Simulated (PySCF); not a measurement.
Radial density of Cd³⁺ (cadmium, charge +3)

M06-2X, [Kr] 4d9, 2D determinant. All numbers are calculated (PySCF 2.14, the spin-free X2C one-electron Hamiltonian (Gaussian nucleus), in x2c-QZVPPall (13s8p7d4f2g, 118 functions)).

```json
{"r (bohr)": "0.0224", "4πr²ρ (e/bohr)": "61.76", "4πr²(ρα − ρβ)": "-0.0004"}
{"r (bohr)": "0.0377", "4πr²ρ (e/bohr)": "53.28", "4πr²(ρα − ρβ)": "0.0001"}
{"r (bohr)": "0.0634", "4πr²ρ (e/bohr)": "64.39", "4πr²(ρα − ρβ)": "0.0106"}
{"r (bohr)": "0.107", "4πr²ρ (e/bohr)": "76.13", "4πr²(ρα − ρβ)": "0.0812"}
{"r (bohr)": "0.179", "4πr²ρ (e/bohr)": "52.79", "4πr²(ρα − ρβ)": "0.2421"}
{"r (bohr)": "0.302", "4πr²ρ (e/bohr)": "62.43", "4πr²(ρα − ρβ)": "0.1429"}
{"r (bohr)": "0.507", "4πr²ρ (e/bohr)": "22.65", "4πr²(ρα − ρβ)": "0.1068"}
{"r (bohr)": "0.854", "4πr²ρ (e/bohr)": "20.33", "4πr²(ρα − ρβ)": "0.9507"}
{"r (bohr)": "1.44", "4πr²ρ (e/bohr)": "7.777", "4πr²(ρα − ρβ)": "0.5853"}
{"r (bohr)": "2.41", "4πr²ρ (e/bohr)": "0.6043", "4πr²(ρα − ρβ)": "0.0501"}
{"r (bohr)": "4.06", "4πr²ρ (e/bohr)": "0.004944", "4πr²(ρα − ρβ)": "0.0001"}
```

Densities and radii are taken from the X2C orbitals without a picture-change correction, which distorts them close to the nucleus.
